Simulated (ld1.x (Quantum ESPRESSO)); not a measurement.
## An all-electron radial function and its pseudo partner (ruthenium (Ru))

Columns: radius, all-electron u(r) and pseudo u(r) of the 5s shell (level -4.24 eV) of ruthenium in the configuration [Ar] 3d10 4s2 4p6 4d7 5s1 5p0; PBE, scalar-relativistic, PAW scheme, ld1.x (Quantum ESPRESSO) 7.5.

```json
{"r (bohr)": "0.085", "all-electron": "-0.1054", "pseudo": "-0.1466"}
{"r (bohr)": "0.170", "all-electron": "0.0029", "pseudo": "-0.2837"}
{"r (bohr)": "0.255", "all-electron": "0.1490", "pseudo": "-0.4025"}
{"r (bohr)": "0.340", "all-electron": "0.1538", "pseudo": "-0.4961"}
{"r (bohr)": "0.425", "all-electron": "0.0598", "pseudo": "-0.5595"}
{"r (bohr)": "0.510", "all-electron": "-0.0624", "pseudo": "-0.5905"}
{"r (bohr)": "0.595", "all-electron": "-0.1678", "pseudo": "-0.5894"}
{"r (bohr)": "0.680", "all-electron": "-0.2370", "pseudo": "-0.5589"}
{"r (bohr)": "0.765", "all-electron": "-0.2667", "pseudo": "-0.5035"}
{"r (bohr)": "0.850", "all-electron": "-0.2614", "pseudo": "-0.4291"}
{"r (bohr)": "0.935", "all-electron": "-0.2284", "pseudo": "-0.3420"}
{"r (bohr)": "1.020", "all-electron": "-0.1759", "pseudo": "-0.2483"}
{"r (bohr)": "1.105", "all-electron": "-0.1111", "pseudo": "-0.1536"}
{"r (bohr)": "1.190", "all-electron": "-0.0399", "pseudo": "-0.0619"}
{"r (bohr)": "1.275", "all-electron": "0.0333", "pseudo": "0.0240"}
{"r (bohr)": "1.360", "all-electron": "0.1052", "pseudo": "0.1027"}
{"r (bohr)": "1.445", "all-electron": "0.1738", "pseudo": "0.1739"}
{"r (bohr)": "1.530", "all-electron": "0.2377", "pseudo": "0.2382"}
{"r (bohr)": "1.615", "all-electron": "0.2962", "pseudo": "0.2963"}
{"r (bohr)": "1.700", "all-electron": "0.3488", "pseudo": "0.3488"}
{"r (bohr)": "1.785", "all-electron": "0.3955", "pseudo": "0.3955"}
{"r (bohr)": "1.870", "all-electron": "0.4364", "pseudo": "0.4364"}
{"r (bohr)": "1.955", "all-electron": "0.4717", "pseudo": "0.4717"}
{"r (bohr)": "2.040", "all-electron": "0.5019", "pseudo": "0.5019"}
{"r (bohr)": "2.125", "all-electron": "0.5273", "pseudo": "0.5273"}
{"r (bohr)": "2.210", "all-electron": "0.5481", "pseudo": "0.5481"}
```

Task: How many radial nodes do the two functions have?

Result: The all-electron 5s function has n − l − 1 = 4 (the table is too coarse to show those close to the nucleus); the pseudo-wave has 1, since 1 lower shell of the same l stays in the valence.

Task: At about which radius was the pseudo-wave matched?

Result: 1.70 bohr, where the columns begin to agree (steps of 0.09 bohr).

Task: Is the pseudo-wave norm-conserving?

Result: No, it belongs to a PAW set: the norm inside the radius is not constrained, and the difference is carried by the augmentation charge.
